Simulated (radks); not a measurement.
Neutral thallium inside a hard spherical wall (all orbitals vanish at R), configuration held at [Hg] 6p1 and not refilled when levels cross. Calculated with a radial shooting solver on a logarithmic mesh with Libxc functionals: scalar-relativistic Kohn-Sham, LDA (Slater exchange, VWN5 correlation), spin-polarised, spherical densities, point nucleus; open shells are filled with parallel spins first (spin-orbit coupling, left out, can overturn this in heavy ions). Eigenvalues in eV for spin up, with the zero of energy where the potential of the charges vanishes at infinity; a dash marks a level that is unbound or too diffuse for the functional's potential to be trusted. A positive occupied level is held by the wall or, in an anion where self-interaction has pushed it up, behind a barrier. The pressure on the wall is -dE/dV.

| R (bohr) | E (hartree) | kinetic (hartree) | e(5p) | e(5d) | e(6s) | e(6p) | e(7s, empty) | e(6d, empty) | pressure (GPa) |
|---|---|---|---|---|---|---|---|---|---|
| free | -20235.0107 | 22793.456 | -76.230 | -15.628 | -9.987 | -2.777 | -0.485 | - | 0 |
| 20 | -20235.0107 | 22793.456 | -76.230 | -15.628 | -9.987 | -2.777 | -0.470 | 0.612 | < 0.0001 |
| 15 | -20235.0107 | 22793.456 | -76.227 | -15.626 | -9.985 | -2.775 | -0.375 | 0.914 | 0.000121 |
| 12 | -20235.0105 | 22793.458 | -76.206 | -15.604 | -9.966 | -2.756 | -0.089 | 1.363 | 0.00272 |
| 10 | -20235.0096 | 22793.464 | -76.132 | -15.532 | -9.907 | -2.685 | 0.509 | 2.017 | 0.0225 |
| 7 | -20234.9946 | 22793.547 | -75.573 | -14.991 | -9.464 | -1.988 | 4.252 | 4.936 | 0.728 |
| 6 | -20234.9674 | 22793.688 | -74.970 | -14.416 | -8.957 | -1.089 | 8.173 | 7.529 | 2.93 |
| 4 | -20234.5351 | 22795.752 | -70.288 | -10.080 | -3.927 | 7.081 | 36.424 | 24.475 | 97.7 |
| 2.5 | -20229.1723 | 22817.785 | -47.392 | 13.009 | 34.513 | 59.567 | 170.18 | 102.03 | 4410 |
| 2 | -20217.5341 | 22861.337 | -20.011 | 44.977 | 99.147 | 139.22 | 339.48 | 200.22 | 24400 |
| 1.5 | -20169.4256 | 23023.615 | 58.401 | 141.35 | 310.26 | 378.77 | 797.22 | 467.14 | 201000 |
